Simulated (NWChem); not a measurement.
System meant: CH₃F₃OSi; SMILES [Si](F)(F)(CF)O

Here is an NWChem input.

```
start job
memory heap 200 mb stack 900 mb global 1100 mb
geometry units angstroms noautoz
  O     -1.606297    -0.352251    -0.148092
  Si     0.016316    -0.456900    -0.018422
  F      0.399883    -1.466977     1.170029
  F      0.667081    -1.092859    -1.345183
  C      0.716084     1.255693     0.310398
  F     -0.187986     2.167443    -0.219762
  H     -1.929221     0.539005    -0.325732
  H      1.703342     1.412772    -0.154864
  H      0.821826     1.443056     1.392794
end
basis spherical
  * library def2-svp
end
dft
  xc b3lyp
  iterations 4
  mulliken
end
task dft energy
```

End of the output:

```
    Atom       Charge   Shell Charges
 -----------   ------   -------------------------------------------------------
    1 O    8     8.19   1.97  0.87  0.59  2.74  2.00  0.01
    2 Si  14    13.40   2.00  1.92  0.58  0.24  5.81  1.19  0.76  0.91
    3 F    9     9.18   1.98  1.01  0.76  3.22  2.20  0.01
    4 F    9     9.19   1.98  1.02  0.76  3.22  2.21  0.01
    5 C    6     6.04   1.96  0.61  0.34  1.84  1.16  0.13
    6 F    9     9.15   1.98  1.02  0.75  3.24  2.16  0.01
    7 H    1     0.90   0.54  0.18  0.18
    8 H    1     0.97   0.64  0.26  0.07
    9 H    1     0.97   0.64  0.26  0.07

 center of mass
 --------------
 x =  -0.00125216 y =  -0.05996438 z =  -0.02453319

 moments of inertia (a.u.)
 ------------------
         889.421010611117           0.000000000000          -0.000000000000
           0.000000000000         465.140785733880          -0.000000000000
          -0.000000000000          -0.000000000000         895.737998469646

     Multipole analysis of the density
     ---------------------------------

     L   x y z        total         alpha         beta         nuclear
     -   - - -        -----         -----         ----         -------
     0   0 0 0     -0.000000    -29.000000    -29.000000     58.000000

     1   1 0 0      0.284347      0.142173      0.142173     -0.000000
     1   0 1 0      0.767219      0.383610      0.383610     -0.000000
     1   0 0 1      0.267739      0.133870      0.133870     -0.000000

     2   2 0 0    -27.235631    -79.150143    -79.150143    131.064655
     2   1 1 0     -0.387357     -3.056337     -3.056337      5.725318
     2   1 0 1      1.007012     -1.343937     -1.343937      3.694885
     2   0 2 0    -32.076371   -177.235749   -177.235749    322.395126
     2   0 1 1      0.657126     -1.562097     -1.562097      3.781319
     2   0 0 2    -29.958611    -71.526978    -71.526978    113.095346

 ------------------------------------------------------------------------
 dft energy failed                                                                                  0
 ------------------------------------------------------------------------
 ------------------------------------------------------------------------
  current input line :
    22: task dft energy
 ------------------------------------------------------------------------
 ------------------------------------------------------------------------
 This type of error is most commonly associated with calculations not reaching convergence criteria
 ------------------------------------------------------------------------
 For more information see the NWChem manual at https://nwchemgit.github.io

0:dft energy failed:Received an Error in Communication
```

Question: What is wrong, and how is it mended?

Answer: Convergence was not reached. Cause: the SCF was allowed too few iterations. This input runs:
```
start job
memory heap 200 mb stack 900 mb global 1100 mb
geometry units angstroms noautoz
  O     -1.606297    -0.352251    -0.148092
  Si     0.016316    -0.456900    -0.018422
  F      0.399883    -1.466977     1.170029
  F      0.667081    -1.092859    -1.345183
  C      0.716084     1.255693     0.310398
  F     -0.187986     2.167443    -0.219762
  H     -1.929221     0.539005    -0.325732
  H      1.703342     1.412772    -0.154864
  H      0.821826     1.443056     1.392794
end
basis spherical
  O library def2-svp
  Si library def2-svp
  F library def2-svp
  C library def2-svp
  H library def2-svp
end
dft
  xc b3lyp
  iterations 150
  mulliken
end
task dft energy
```
It converges to -703.92175 Ha (B3LYP/def2-SVP).
